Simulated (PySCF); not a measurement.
CH₃AlF, CH₅AlF (calculated)

All values are calculated (PySCF 2.14.0). Calculation on a computer-drawn molecule: the log of a Hartree-Fock and frozen-core CCSD(T) single point meant for a local Hartree-Fock minimum, with one planted fault or none, to be diagnosed. Offsets are logged minus clean, where the clean run is the same molecule without the fault. The reference is restricted for singlets and unrestricted otherwise, and also for a bond in bohr or an excited solution. Adding or removing an electron swaps singlet and doublet. The excited solution moves the top pair (singlet) or top alpha electron (doublet) to the lowest empty orbital. Highest occupied and lowest empty are orbital energies over both spins, largest force is the largest gradient component, triples share is (T) over the correlation energy, the T1 limit is 0.02 restricted and 0.045 unrestricted, electrons count all cores, a negative frequency is imaginary (commonest isotopes), and the dipole is about the centre of nuclear charge.

Common to all runs: meant multiplicity 1; logged SCF converged yes; logged CC converged yes; logged SCF stable within its kind yes; possible faults no fault, one electron removed, one electron added, multiplicity raised by two, geometry at a saddle point, SCF held on an excited solution, minimal basis STO-3G, one bond length entered in bohr, all coordinates scaled.

(1) CH₃AlF

Logged structure:
```xyz
6
CH3AlF
C      0.5165    -0.9687    -0.3690
Al     0.4272     0.9517    -0.4027
F      0.3525     2.5576    -0.4310
H      1.5538    -1.2753    -0.5188
H      0.1566    -1.3206     0.6001
H     -0.1119    -1.3642    -1.1697
```

| Item | Value |
| --- | --- |
| meant charge | 1 |
| meant basis | cc-pV(D+d)Z |
| logged electrons | 29 |
| logged basis functions | 66 |
| logged spin squared | 0.7558 |
| logged highest occupied | -29.257 eV |
| logged lowest empty | -16.901 eV |
| logged largest force | 0.1075 hartree/bohr |
| logged T1 diagnostic | 0.021151 |
| logged D1 diagnostic | 0.07729 |
| logged triples share | 0.021861 |
| logged dipole magnitude | 8.62 debye |
| logged energy HF | -380.11717 hartree |
| logged energy CCSD(T) | -380.49776 hartree |

Drawn bonds:
```tsv
atom	other atom	order
1	2	1
2	3	1
1	4	1
1	5	1
1	6	1
```

(2) CH₅AlF

Logged structure:
```xyz
8
CH5AlF
C     -1.0832    -1.4902    -0.4480
Al    -0.2245    -1.4114     1.3844
F      1.2608    -2.2634     1.3158
H     -1.4547    -3.4437    -1.0488
H     -2.0464    -0.9597    -0.4728
H     -0.4471    -1.0334    -1.2193
H     -1.1847    -2.1304     2.5092
H      0.0880     0.1448     1.8139
```

| Property | Result |
| --- | --- |
| meant charge | -1 |
| meant basis | aug-cc-pV(D+d)Z |
| logged electrons | 34 |
| logged basis functions | 123 |
| logged spin squared | 0.6694 |
| logged highest occupied | -5.2808 eV |
| logged lowest empty | 3.4234 eV |
| logged largest force | 0.024424 hartree/bohr |
| logged T1 diagnostic | 0.060123 |
| logged D1 diagnostic | 0.26495 |
| logged triples share | 0.031649 |
| logged dipole magnitude | 1.8034 debye |
| logged energy HF | -382.13987 hartree |
| logged energy CCSD(T) | -382.64997 hartree |

Drawn bonds:
```tsv
atom	other atom	order
1	2	1
2	3	1
1	4	1
1	5	1
1	6	1
2	7	1
2	8	1
```

Notes: T1 above single-reference limit.

Question: Give the missing planted fault for CH₃AlF (entry 1).
Answer: one electron removed

Question: CH₅AlF (entry 2): planted fault?
Answer: one bond length entered in bohr, row 3 of the drawn bonds

Further results for CH₃AlF (entry 1):

| Property | Result |
| --- | --- |
| HF energy offset from clean run | 412 kcal/mol |
| CCSD(T) energy offset from clean run | 430.8 kcal/mol |

Further results for CH₅AlF (entry 2):

| Item | Value |
| --- | --- |
| HF energy offset from clean run | 73.93 kcal/mol |
| CCSD(T) energy offset from clean run | 74.83 kcal/mol |
